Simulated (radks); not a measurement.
Effect of the nuclear size on neutral fluorine, [He] 2s2 2p5. Calculated with a radial shooting solver on a logarithmic mesh with Libxc functionals: Dirac Kohn-Sham, PBE, spin-unpolarised, spherical densities, finite nucleus; open shells are shared between the two j in proportion to 2j + 1; Fermi nuclear charge, rms radius 2.8976 fm. The rms radius is varied about that value; shifts are against it.

rms radius (fm)  total energy shift (eV)  density at nucleus (e/bohr^3)  1s1/2 shift (meV)
2.3442                         -0.000248                            466             -0.100
2.66                           -0.000113                          465.6             -0.046
2.8976                                 0                          465.4              0.000
3.1062                          0.000107                          465.2              0.043
3.2714                          0.000196                          465.1              0.079

Slopes of the eigenvalues against <r^2> in GHz/fm^2, as finite differences over the two radii next to the reference (eigenvalue slopes, not the field-shift constants of lines): 1s1/2 8.33.
